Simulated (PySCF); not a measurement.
`C[C@@H](C=O)[C@]1(C)CS1`, C6H10OS

Geometry:
```
atom   x (Å)   y (Å)   z (Å)
  C1   1.287   0.844  -1.183
  C2   0.792  -0.271  -0.257
  C3   1.499  -0.197   1.074
  O4   0.986  -0.251   2.155
  C5  -0.719  -0.285  -0.091
  C6  -1.348   0.979   0.435
  C7  -1.345  -1.580   0.271
  S8  -1.609  -1.111  -1.450
  H9   0.744   0.799  -2.124
 H10   2.348   0.722  -1.387
 H11   1.133   1.822  -0.735
 H12   1.095  -1.229  -0.702
 H13   2.597  -0.093   0.964
 H14  -1.147   1.821  -0.224
 H15  -0.948   1.197   1.424
 H16  -2.426   0.856   0.513
 H17  -0.714  -2.447   0.418
 H18  -2.233  -1.570   0.888
```

Method: PySCF, TDDFT B3LYP/def2-SVPD circular dichroism and optical rotation, one conformer, gas phase. Geometry: GFN2-xTB.

The molecule is flexible and this is one conformer; a measurement averages over conformers. States above about 6.4 eV (minus the energy of the highest occupied orbital) lie near or above the ionisation threshold and depend on the basis.

(1) Draw the ECD and absorption spectra from the lowest 8 states, each a Gaussian of half-width 0.3 eV at 1/e height.

Answers

(1) 
| E (eV) | λ (nm) | Δε (L mol⁻¹ cm⁻¹) | ε (L mol⁻¹ cm⁻¹) |
| --- | --- | --- | --- |
| 3.62 | 342 | +0.30 | 6.21 |
| 3.77 | 329 | +1.24 | 26.2 |
| 3.92 | 316 | +3.12 | 70.3 |
| 4.07 | 304 | +4.86 | 130 |
| 4.22 | 294 | +4.80 | 187 |
| 4.37 | 283 | +3.07 | 226 |
| 4.52 | 274 | +0.77 | 215 |
| 4.67 | 265 | -1.42 | 151 |
| 4.82 | 257 | -2.55 | 80.7 |
| 4.97 | 249 | -2.09 | 36.2 |
| 5.12 | 242 | -0.97 | 15 |
| 5.27 | 235 | -0.21 | 23.9 |
| 5.42 | 229 | +0.36 | 129 |
| 5.57 | 222 | +1.50 | 503 |
| 5.72 | 217 | +3.37 | 1250 |
| 5.87 | 211 | +4.24 | 2080 |
| 6.02 | 206 | +1.75 | 2730 |
| 6.17 | 201 | -3.23 | 3660 |

Δε uses R in velocity form, ε uses f in length form. Only the states computed contribute, so the short-wavelength end is incomplete.
